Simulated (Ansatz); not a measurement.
Level of theory: frozen-core CCSD(T)/def2-TZVPP // B3LYP-D3(BJ)/def2-TZVP run with Ansatz (an electronic-structure program).

Ansatz 0.2 input:
```yaml
crystal:
  periodic: [false, false, false]
  atoms:
    - { symbol: I, position_ang: [-1.988664, -1.349613, 0.353201] }
    - { symbol: Al, position_ang: [-0.000012, -0.000007, -0.186666] }
    - { symbol: I, position_ang: [-0.173097, 2.454158, -0.308778] }
    - { symbol: I, position_ang: [2.161771, -1.104541, -0.604275] }
basis:
  gaussian: { orbitals: def2-TZVPP }
correlation:
  method: ccsd_t
```

Output:

```
Functional definition: HF
1696 factors; integrals over basis functions are off by at most 6.4e-4 eV
mean field evaluation 1: about -30804.9365 eV, gradient 1.6e1 eV
mean field evaluation 2: about -30805.0981 eV, gradient 1.7e1 eV
mean field evaluation 4: about -30806.2107 eV, gradient 2.1e0 eV
mean field evaluation 8: about -30806.2464 eV, gradient 1.3e-1 eV
mean field evaluation 16: about -30804.9365 eV, gradient 1.6e1 eV
mean field -30806.24650796 eV, -1132.1086779438 hartree, gradient 1.7e-6 eV, S^2 0.000000; 0 other end points of the search recorded, 0 dependent functions left out
17 core orbitals not correlated
reference -30806.24650796 eV, -1132.1086779438 hartree; 27, 27 occupied and 148, 148 virtual orbitals, 1696 factors
second order -42.18687556 eV of doubles, -0.00000000 eV of singles
cycle   1  -38.81203688 eV  change     3.4e0 eV  update   1.2e-1
cycle   2  -39.74910939 eV  change   -9.4e-1 eV  update   3.1e-2
cycle   3  -39.83924467 eV  change   -9.0e-2 eV  update   1.3e-2
cycle   4  -39.79601375 eV  change    4.3e-2 eV  update   3.4e-3
cycle   5  -39.79581886 eV  change    1.9e-4 eV  update   1.8e-3
cycle   6  -39.79731109 eV  change   -1.5e-3 eV  update   3.7e-4
cycle   7  -39.79684968 eV  change    4.6e-4 eV  update   1.4e-4
cycle   8  -39.79673703 eV  change    1.1e-4 eV  update   3.9e-5
cycle   9  -39.79678684 eV  change   -5.0e-5 eV  update   1.5e-5
perturbative correction -0.94819617 eV, -0.0348455664 hartree
Total energy: -30846.99149097 eV, -1133.6060284513 hartree
```

Cost: roughly 8 core-minutes.
